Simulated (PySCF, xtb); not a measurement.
AlH3, SMILES [AlH3+] (connectivity only; charge and spin as stated), charge +1, multiplicity 2.

Harmonic wavenumbers (cm⁻¹) from GFN2-xTB (xtb 6.7.1) at its own minimum, in rising order: 546, 546, 693, 1385, 1385, 1504.

**Question.** What does PBE-D3(BJ)/def2-TZVPD run with PySCF give at its own minimum? (The exact figures need the calculation; the answer reports its results.)

**Answer.** 372, 483, 637, 1249, 1578, 2021. Paired by order, the mean absolute difference is 190 cm⁻¹ and the zero-point energies are 8.7 and 9.1 kcal/mol.
